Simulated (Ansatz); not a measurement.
This geometry of C3H5FSTe (11 atoms, charge 0, multiplicity 1) is a first-order saddle point.

Level of theory: RKS PBE0-D4/def2-SVP (Ansatz).

```xyz
11
Properties=species:S:1:pos:R:3
F 0.009 -1.524 1.646
C -0.113 -1.143 0.345
C 0.104 0.335 0.163
S -0.932 1.393 1.179
C 0.458 0.793 -1.185
Te 2.238 0.969 0.072
H 0.614 -1.697 -0.272
H -1.137 -1.395 0.004
H -1.792 0.422 1.558
H 0.050 1.751 -1.516
H 0.565 0.039 -1.973
```

Question: Which two structures does it join? (They come from a converged band through this point; their orientation in space is the band's.)

Answer: No bond is made or broken. The dihedral C2–C3–S4–H9 goes from -65 to 52°.

Image 0:

```xyz
11
Properties=species:S:1:pos:R:3
F 0.307 -1.654 1.622
C -0.039 -1.226 0.380
C 0.128 0.263 0.228
S -0.803 1.277 1.382
C 0.386 0.797 -1.117
Te 2.212 0.947 0.081
H 0.580 -1.746 -0.372
H -1.102 -1.484 0.204
H -2.030 0.910 0.926
H -0.047 1.769 -1.365
H 0.475 0.089 -1.949
```

Image 6:

```xyz
11
Properties=species:S:1:pos:R:3
F -0.120 -1.487 1.630
C -0.136 -1.185 0.297
C -0.025 0.302 0.086
S -1.314 1.257 0.857
C 0.444 0.780 -1.218
Te 2.081 1.055 0.202
H 0.699 -1.701 -0.203
H -1.097 -1.534 -0.125
H -1.159 0.699 2.077
H 0.034 1.722 -1.593
H 0.657 0.033 -1.990
```

Question: How far does it lie above each of them?

Answer: 0.065 eV above the first and 0.170 eV above the second. This is the barrier of this one path; another mechanism may lie lower.

Time of the run: 3 min on 2 threads of Arm Neoverse V2 (shared host), peak memory 0.35 GiB.
